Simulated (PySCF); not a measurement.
# Si⁺ (silicon, charge +1): UHF calculation

Configuration: [Ne] 3s2 3p1, 2P determinant. Calculation: PySCF 2.14, in def2-QZVPPD (10s6p5d2f1g, 76 functions); no relativity, point nucleus.

| Item | Value |
| --- | --- |
| Total energy | -288.578085 hartree |
| One-electron energy | -395.8587 hartree |
| Hartree (Coulomb) energy | 127.3528 hartree |
| Exchange energy | -20.0722 hartree |
| Kinetic energy | 288.57832 hartree |
| ⟨S²⟩ | 0.7665 |
| ⟨L²⟩ | 2.050 |
| Sum of ⟨r⟩ | 11.21 bohr |
| Sum of ⟨r²⟩ | 20.07 bohr² |
| Traceless quadrupole moment −½Σ⟨3z² − r²⟩ along its main axis | -2.92 e·bohr² |
| Density at the nucleus (Gaussians lack the cusp) | 1750 bohr⁻³ |
| Spin density at the nucleus | -0.0559 bohr⁻³ |
| Langevin diamagnetic susceptibility | -15.9 ×10⁻⁶ cm³/mol |

```json
{"shell": "1s α", "electrons": "1", "mean orbital energy (hartree)": "-69.17652", "spread (hartree)": "0", "rms radius, mean of both spins (bohr)": "0.129"}
{"shell": "1s β", "electrons": "1", "mean orbital energy (hartree)": "-69.16982", "spread (hartree)": "0", "rms radius, mean of both spins (bohr)": "0.129"}
{"shell": "2s α", "electrons": "1", "mean orbital energy (hartree)": "-6.51490", "spread (hartree)": "0", "rms radius, mean of both spins (bohr)": "0.614"}
{"shell": "2s β", "electrons": "1", "mean orbital energy (hartree)": "-6.50777", "spread (hartree)": "0", "rms radius, mean of both spins (bohr)": "0.614"}
{"shell": "2p α", "electrons": "3", "mean orbital energy (hartree)": "-4.61527", "spread (hartree)": "0.01380", "rms radius, mean of both spins (bohr)": "0.599"}
{"shell": "2p β", "electrons": "3", "mean orbital energy (hartree)": "-4.60182", "spread (hartree)": "0.01658", "rms radius, mean of both spins (bohr)": "0.599"}
{"shell": "3s α", "electrons": "1", "mean orbital energy (hartree)": "-0.88477", "spread (hartree)": "0", "rms radius, mean of both spins (bohr)": "2.25"}
{"shell": "3s β", "electrons": "1", "mean orbital energy (hartree)": "-0.79627", "spread (hartree)": "0", "rms radius, mean of both spins (bohr)": "2.25"}
{"shell": "3p α", "electrons": "1", "mean orbital energy (hartree)": "-0.59621", "spread (hartree)": "0", "rms radius, mean of both spins (bohr)": "2.65"}
```

Spin-orbit constants ζ (cm⁻¹) from the X2C one-electron operator on these orbitals (non-relativistic here): bare nucleus, nucleus screened by l(l+1)(2l+1)/3 electrons, and screened by the Breit-Pauli mean field of the electrons.

```tsv
shell	bare	screened nucleus	mean field
2p	3867	3315	3066
3p	213.8	183.3	166.3
```

To first order the Landé constant is A = 166.3 cm⁻¹, so the lowest level has J = 1/2 and lies 0.0206 eV below the centre of the term.
